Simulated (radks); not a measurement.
Task: The thulium ion Tm+, 68 electrons, occupied as [Xe] 4f13 6s1. Calculated with a radial shooting solver on a logarithmic mesh with Libxc functionals: scalar-relativistic Kohn-Sham, Wu-Cohen GGA, spin-polarised, spherical densities, finite nucleus; open shells are filled with parallel spins first (spin-orbit coupling, left out, can overturn this in heavy ions); Fermi nuclear charge, rms radius 5.2256 fm. Some entries of the table are withheld. Estimate them.

orbital,occ.,eigenvalue (eV),<1/r> (bohr^-1),<r^2> (bohr^2)
1s up,1,-59276.42,79.05,0.0005487
1s down,1,-59276.41,79.05,0.0005487
2s up,1,-10006.69,18.42,0.008518
2s down,1,-10006.67,18.42,0.008518
2p up,3,-8838.583,16.97,0.006945
2p down,3,-8838.568,16.97,0.006945
3s up,1,-2254.082,6.799,0.05583
3s down,1,-2253.647,6.800,0.05582
3p up,3,-1900.210,6.342,0.05627
3p down,3,-1899.775,6.342,0.05625
3d up,5,-1462.506,6.009,0.04688
3d down,5,-1462.171,6.010,0.04686
4s up,1,-449.5221,2.873,0.2799
4s down,1,-448.6235,2.873,0.2800
4p up,3,-333.1951,2.625,0.3179
4p down,3,-332.3108,2.625,0.3179
4d up,5,-178.5763,2.319,0.3796
4d down,5,-177.7090,2.318,0.3799
5s up,1,-60.3227,1.078,1.706
5s down,1,-59.8538,1.076,1.707
5p up,3,-33.8341,0.8870,(1)
5p down,3,-33.3973,0.8878,(2)
4f up,7,(3),1.690,(4)
6s up,1,-9.5859,0.3535,14.10
4f down,6,(5),1.687,(6)
6s down,0,-8.4192,0.3560,14.04

Result: 
(1) 5p up <r^2> (bohr^2): 2.473
(2) 5p down <r^2> (bohr^2): 2.457
(3) 4f up eigenvalue (eV): -10.1267
(4) 4f up <r^2> (bohr^2): 0.8996
(5) 4f down eigenvalue (eV): -9.3405
(6) 4f down <r^2> (bohr^2): 0.9015
